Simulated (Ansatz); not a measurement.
Abridged output of a molecular run in Ansatz:

```
Functional definition: HF
1358 factors; integrals over basis functions are off by at most 1.1e-3 eV
mean field evaluation 1: about -18085.7032 eV, gradient 4.6e1 eV
mean field evaluation 2: about -18085.8353 eV, gradient 4.6e1 eV
mean field evaluation 4: about -18090.0067 eV, gradient 2.7e0 eV
mean field evaluation 8: about -18090.0695 eV, gradient 3.1e-1 eV
mean field evaluation 16: about -18090.0700 eV, gradient 1.2e-6 eV
mean field -18090.07000120 eV, -664.7978106542 hartree, gradient 1.2e-6 eV, S^2 0.000000; 0 other end points of the search recorded, 0 dependent functions left out
11 core orbitals not correlated: weight in the atoms' cores, before any rotation towards them, 1.000 or more for the frozen orbitals, at most 0.000 for the correlated occupied ones
reference -18090.07000120 eV, -664.7978106542 hartree; 17, 17 occupied and 168, 168 virtual orbitals, 1358 factors
second order -27.35390649 eV of doubles, -0.00000000 eV of singles
cycle   1  -26.45011176 eV  change    9.0e-1 eV  update   1.0e-1
cycle   2  -27.02312452 eV  change   -5.7e-1 eV  update   3.0e-2
cycle   3  -27.13010281 eV  change   -1.1e-1 eV  update   1.5e-2
cycle   4  -27.10948573 eV  change    2.1e-2 eV  update   3.9e-3
cycle   5  -27.10650932 eV  change    3.0e-3 eV  update   1.6e-3
cycle   6  -27.10775580 eV  change   -1.2e-3 eV  update   5.2e-4
cycle   7  -27.10747961 eV  change    2.8e-4 eV  update   1.8e-4
cycle   8  -27.10730557 eV  change    1.7e-4 eV  update   5.9e-5
cycle   9  -27.10732822 eV  change   -2.3e-5 eV  update   2.4e-5
perturbative correction -0.78630760 eV, -0.0288962713 hartree
Total energy: -18117.96363701 eV, -665.8228828634 hartree
```

Its atoms:

```xyz
7

N     0.307    1.525    0.065
Al   -0.277   -0.111   -0.179
F    -1.648   -0.336   -1.066
Te    0.907   -2.119    0.776
H    -0.142    2.346   -0.309
H     1.125    1.777    0.593
H    -0.272   -3.081    0.119
```

Task: Which basis set was used?
A. cc-pV(Q+d)Z
B. def2-TZVPP
C. def2-SVPD
D. def2-QZVPP

Result: B. It gives 196 functions.

Task: Write the keys of the input that set method, charge and spin (a neutral closed shell needs none for the last two).

Result: 
```yaml
correlation: {method: ccsd_t}
```
